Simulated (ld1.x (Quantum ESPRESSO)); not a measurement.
**u(r) = r·R(r): atom against pseudo-atom (Yb (Z = 70))**

Columns: radius, all-electron u(r) and pseudo u(r) of the 5p shell (level -27.66 eV) of ytterbium in the configuration [Kr] 4d10 4f14 5s2 5p6 5d0 6s1.75 6p0; PBEsol, non-relativistic, ultrasoft scheme, ld1.x (Quantum ESPRESSO) 7.5.

| r (bohr) | all-electron | pseudo |
| --- | --- | --- |
| 0.182 | -0.2921 | -0.0335 |
| 0.365 | 0.4064 | -0.1286 |
| 0.548 | 0.2795 | -0.2682 |
| 0.730 | -0.2451 | -0.4268 |
| 0.912 | -0.6594 | -0.5782 |
| 1.095 | -0.8753 | -0.6992 |
| 1.277 | -0.9346 | -0.7719 |
| 1.460 | -0.8984 | -0.7905 |
| 1.642 | -0.8130 | -0.7586 |
| 1.825 | -0.7075 | -0.6881 |
| 2.007 | -0.6002 | -0.5965 |
| 2.190 | -0.4995 | -0.4996 |
| 2.372 | -0.4106 | -0.4106 |
| 2.555 | -0.3339 | -0.3339 |
| 2.738 | -0.2697 | -0.2697 |
| 2.920 | -0.2170 | -0.2170 |
| 3.102 | -0.1739 | -0.1739 |
| 3.285 | -0.1388 | -0.1388 |
| 3.468 | -0.1106 | -0.1106 |
| 3.650 | -0.0880 | -0.0880 |
| 3.832 | -0.0698 | -0.0698 |
| 4.015 | -0.0553 | -0.0553 |
| 4.198 | -0.0437 | -0.0437 |
| 4.380 | -0.0345 | -0.0345 |
| 4.562 | -0.0272 | -0.0272 |
| 4.745 | -0.0214 | -0.0214 |

(1) How many radial nodes do the two functions have?

(2) At about which radius was the pseudo-wave matched?

(3) Is the pseudo-wave norm-conserving?

Answers

(1) The all-electron 5p function has n − l − 1 = 3 (the table is too coarse to show those close to the nucleus); the pseudo-wave has 0, since the states of the same l below it are removed with the core.

(2) 2.45 bohr. The columns agree to 0.0005 from 2.19 bohr on; several derivatives are matched, so the curves merge somewhat inside the radius.

(3) No, it belongs to an ultrasoft set: the norm inside the radius is not constrained, and the difference is carried by the augmentation charge.
